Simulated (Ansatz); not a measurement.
## doublet Sc: levels of theory in one basis

A single Sc atom.

Basis set: def2-TZVP (spherical functions). Correlated methods keep 5 orbitals frozen. Correlation on ROHF uses semicanonical orbitals with singles. Charge 0, multiplicity 2.

Computed with Ansatz (development build ahead of 0.2.0); each method stands on the lowest determinant of its kind that the runs found.

| method | E − E(ROHF) (eV) | <S²> of the determinant |
| --- | --- | --- |
| ROHF | 0.00 | 0.75 |
| UHF | -0.04 | 0.76 |
| ROHF-MP2 | -6.08 | – |
| UHF-MP2 | -6.07 | 0.76 |

**Question.** Is a single determinant a sound starting point here?

**Answer.** By this sign, yes. Unrestricted orbitals gain 0.04 eV and <S²> is 0.76 against 0.75 for a pure state.
